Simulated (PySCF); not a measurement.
C₆ coefficients of unlike pairs at PBE

Calculated with PySCF 2.14 from the dipole response of each species, C₆(A,B) = (3/π) ∫ α_A(iu) α_B(iu) du, in atomic units, from isotropic polarisabilities. For ions this is the dispersion term alone; charge-induced terms of lower order in 1/R come first.

| species | configuration | basis | relativity | α (bohr³) | C₆ (like pair) |
| --- | --- | --- | --- | --- | --- |
| B | [He] 2s2 2p1 (2P) | x2c-QZVPPall with one added diffuse shell each of s, p, d, f type (8s5p4d3f1g) | spin-free X2C | 23.71 | 116.5 |
| As³⁺ | [Ar] 3d10 4s2 (1S) | aug-cc-pVTZ-PP with one added diffuse shell each of s, d, f type with ECP10MDF (7s5p5d3f) | core potential | 6.720 | 19.79 |
| F | [He] 2s2 2p5 (2P) | x2c-QZVPPall with one added diffuse shell each of s, p, d, f type (8s5p4d3f1g) | spin-free X2C | 4.052 | 11.10 |
| Mn²⁺ | [Ar] 3d5 (6S) | x2c-TZVPPall with one added diffuse shell each of s, p, d, f type (7s6p5d3f1g) | spin-free X2C | 4.206 | 12.29 |

(1) Estimate C₆ for F with B.

No spin-orbit coupling is included.

The other pairs:

```
      pair     C₆
   F, As³⁺  14.45
Mn²⁺, As³⁺  14.92
   As³⁺, B  45.35
   Mn²⁺, B  31.67
   Mn²⁺, F  11.62
```

Answers

(1) The integral gives 30.93. The combination rule 2 C_A C_B / (C_A α_B/α_A + C_B α_A/α_B) gives 30.48 and the geometric mean 35.97.
